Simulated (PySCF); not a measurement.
Compound: C5H6BF3.
SMILES with atom numbers: `[F:1][B:2]([F:3])[C@@H:4]1[CH:5]=[CH:6][C@@H:7]([F:8])[CH2:9]1` (hydrogens: H10 on C4; H11 on C5; H12 on C6; H13 on C7; H14, H15 on C9)

Geometry (PBE0-D3(BJ)/def2-SVP, Å), atoms numbered from 1 in this order:
```
atom  x, y, z in Å
F1     1.7369   -1.3944    1.1186
B2     1.9049   -0.2999    0.3984
F3     3.0255    0.3700    0.5921
C4     0.8001    0.2178   -0.5835
C5     0.0870    1.3203    0.1723
C6    -1.1063    0.9198    0.6223
C7    -1.3817   -0.5042    0.2362
F8    -2.6608   -0.6823   -0.2463
C9    -0.3345   -0.7887   -0.8427
H10    1.2793    0.5988   -1.5017
H11    0.5420    2.2962    0.3596
H12   -1.7938    1.5076    1.2337
H13   -1.2789   -1.1766    1.1091
H14   -0.0097   -1.8379   -0.8641
H15   -0.8169   -0.5586   -1.8052
```

Computed with PySCF at wB97X-D/def2-SVPD, non-relativistic, on one gas-phase PBE0-D3(BJ)/def2-SVP geometry that isn't relaxed in the solvent. The solvent is an IEF-PCM continuum (Bondi radii, 1.10 Å for H, scaled by 1.2), and excitations are vertical TDDFT with non-equilibrium linear response and a frozen core. Specific hydrogen bonds and non-electrostatic terms are outside this model.

Gas-phase singlets (H = HOMO, L = LUMO):

```csv
state,E (eV),λ (nm),f,leading configurations
S1,6.466,192,0.199,H→L 94%
S2,7.329,169,0.042,"H→L+2 81%, H→L+1 11%"
S3,7.530,165,0.032,"H→L+1 71%, H→L+2 11%"
S4,7.740,160,0.001,H-1→L 82%
S5,8.125,153,0.015,"H-2→L 60%, H-3→L 19%"
```

Task: How does the list change in chloroform (ε = 4.711)?

Result: 
```json
{"state": "S1", "E (eV)": "6.365", "λ (nm)": "195", "f": "0.260", "leading configurations": "H→L 95%", "change by rank (eV)": "-0.101"}
{"state": "S2", "E (eV)": "7.285", "λ (nm)": "170", "f": "0.062", "leading configurations": "H→L+2 81%, H→L+1 9%", "change by rank (eV)": "-0.044"}
{"state": "S3", "E (eV)": "7.500", "λ (nm)": "165", "f": "0.039", "leading configurations": "H→L+1 70%, H→L+2 10%", "change by rank (eV)": "-0.030"}
{"state": "S4", "E (eV)": "7.783", "λ (nm)": "159", "f": "0.001", "leading configurations": "H-1→L 78%", "change by rank (eV)": "+0.043"}
{"state": "S5", "E (eV)": "8.139", "λ (nm)": "152", "f": "0.018", "leading configurations": "H-2→L 46%, H-3→L 29%", "change by rank (eV)": "+0.014"}
```

Task: What are the lowest 5 singlets in acetonitrile (ε = 35.69)?

Result: 
```csv
state,E (eV),λ (nm),f,leading configurations,change by rank (eV)
S1,6.379,194,0.247,H→L 95%,-0.087
S2,7.295,170,0.060,"H→L+2 79%, H→L+1 10%",-0.034
S3,7.508,165,0.037,"H→L+1 69%, H→L+2 12%",-0.022
S4,7.798,159,0.000,H-1→L 77%,+0.058
S5,8.141,152,0.016,"H-2→L 41%, H-3→L 31%",+0.016
```

Task: The ground-state energy changes by -0.196 eV from gas to acetonitrile. By how much does the total energy of gas-phase S1 change?

Result: E(S1) = E(S0) + excitation energy, so it changes by -0.196 − 0.087 = -0.283 eV: it is lowered more than the ground state, which is what a red shift means. This is the vertical state, with the slow part of the continuum still set for S0.

Task: How do the frontier levels move from gas to acetonitrile?

Result: 
| orbital | gas (eV) | solvent (eV) | change (eV) |
| --- | --- | --- | --- |
| LUMO+2 | 2.30 | 2.55 | +0.25 |
| LUMO+1 | 1.82 | 1.99 | +0.17 |
| LUMO | 1.15 | 1.39 | +0.24 |
| HOMO | -9.53 | -9.27 | +0.26 |
| HOMO-1 | -11.52 | -11.38 | +0.14 |
| HOMO-2 | -11.67 | -11.56 | +0.11 |
| HOMO-3 | -12.03 | -11.74 | +0.29 |

The HOMO–LUMO gap goes from 10.67 to 10.66 eV.

The pairwise dispersion term of wB97X-D wasn't added to the energies; at a given geometry it leaves orbitals and properties as they are.
